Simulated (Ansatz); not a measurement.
cyclo-(AsH)3 (As3H3). Charge 0, multiplicity 1. Geometry PBE-D4/def2-SVP, basis def2-TZVP, Ansatz.

| run | HOMO (eV) | LUMO (eV) |
| --- | --- | --- |
| A | -6.44 | -2.13 |
| B | -6.90 | -1.62 |
| C | -6.08 | -1.77 |
| D | -9.17 | 1.85 |
| E | -7.98 | -0.35 |
| F | -8.32 | -0.22 |

Problem. The runs used BHLYP, BLYP, CAM-B3LYP, HF, LDA (SPW92), r2SCANh. Estimate which is which.

Solution. A LDA (SPW92) (0 % exact exchange); B r2SCANh (10 % exact exchange); C BLYP (0 % exact exchange); D HF (100 % exact exchange); E BHLYP (50 % exact exchange); F CAM-B3LYP (range-separated). Exact exchange lowers occupied and raises empty levels; among semilocal functionals meta-GGAs tend to open the gap a little, and such runs are hard to tell apart. The gap grows from 4.31 eV (BLYP) to 11.02 eV (HF).
